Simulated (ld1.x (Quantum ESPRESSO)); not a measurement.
# Logarithmic derivatives: O (Z = 8), RRKJ

- Element: O (Z = 8)
- Generator: ld1.x (Quantum ESPRESSO) 7.5
- Type: norm-conserving RRKJ (Kleinman–Bylander form)
- Functional: LDA (PZ)
- Relativity: scalar-relativistic
- Frozen core: [He]
- Valence charge: 6
- Reference configuration: 2s2 2p4
- Partial waves: 2p (bound): rc 1.55 bohr; 2s (bound): rc 0.75 bohr
- Local potential: the s channel
- Core correction: Bessel-smoothed model core inside 0.65 bohr
- rho0: 0.005

The phase is arctan(r·u′/u) with u = r·R(r), unwrapped; energies in Ry, scanned from -4 to 5 Ry. A pole is an energy at which the radial function vanishes at the test radius. The pseudo phase is shifted by a multiple of π to meet the all-electron one at the reference energy, and phase errors are pseudo minus all-electron; the curves can meet again beyond the range given. Levels narrower than the energy grid can be missing from the lists of poles.

| channel | radius (bohr) | reference energy (Ry) | poles, all-electron | poles, pseudo | unbroken range about the reference energy with phases within 0.05 rad | phase error 1 Ry above the reference energy (rad) |
| --- | --- | --- | --- | --- | --- | --- |
| s | 1.69 | -1.75 | -0.64 | -0.64 | below 4.8 | -0.000 |
| p | 1.69 | -0.68 | 0.38 | 0.40 | below 3.1 | +0.004 |

Phases in the s channel:

```tsv
E (Ry)	all-electron	pseudo
-4.00	1.149	1.149
-3.76	1.114	1.114
-3.52	1.068	1.067
-3.28	1.005	1.004
-3.04	0.914	0.913
-2.80	0.773	0.773
-2.56	0.536	0.535
-2.32	0.125	0.124
-2.08	-0.440	-0.440
-1.84	-0.905	-0.905
-1.60	-1.181	-1.181
-1.36	-1.343	-1.343
-1.12	-1.446	-1.446
-0.88	-1.518	-1.518
-0.64	-1.571	-1.571
-0.40	-1.613	-1.614
-0.16	-1.648	-1.649
0.08	-1.678	-1.679
0.32	-1.705	-1.706
0.56	-1.730	-1.731
0.80	-1.754	-1.754
1.04	-1.777	-1.778
1.28	-1.800	-1.801
1.52	-1.823	-1.825
1.76	-1.848	-1.850
2.00	-1.874	-1.877
2.24	-1.903	-1.906
2.48	-1.935	-1.938
2.72	-1.970	-1.974
2.96	-2.011	-2.016
3.20	-2.058	-2.066
3.44	-2.115	-2.124
3.68	-2.183	-2.196
3.92	-2.267	-2.284
4.16	-2.372	-2.396
4.40	-2.506	-2.538
4.64	-2.674	-2.716
4.88	-2.879	-2.933
```
